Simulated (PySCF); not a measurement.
**Spin–spin coupling constants**

Bonds (- single, = double, # triple, : aromatic): C1-Ge2 1.941 Å, Ge2-Br3 2.318 Å. C1 carries H4, H5, H6; Ge2 carries H7, H8.

Indirect spin–spin couplings were computed at B3LYP/pcJ-1 (pcSseg-1 on Br, pcSseg-1 on Ge) (PySCF 2.14) on a PBE0-D3(BJ)/def2-SVP structure, for the isolated molecule, without vibrational or relativistic corrections. Couplings are averaged over pairs made equivalent by symmetry, fast rotation or ring inversion, so a value needn't be that of the named pair in this geometry, while other rotamers aren't included; one pair stands for each set, and the list holds those of at least 1.5 Hz over up to four bonds.

Isotopes: ¹³C, ¹H.

```csv
pair,bonds,J (Hz)
"C1, H4",1,?
"C1, H7",2,12.0
"H4, H5",2,-12.9
"H7, H8",2,27.6
"H4, H7",3,?
```

Estimate the withheld couplings, with signs.

## Answers


- ¹J(C1,H4) = 139.7 Hz (bond length 1.099 Å, sp3 carbon)
- ³J(H4,H7) = 2.7 Hz (mean over equivalent pairs that range from -1.4 to 9.8 Hz in this conformer)

Relativistic effects of the heavier atoms present are left out.
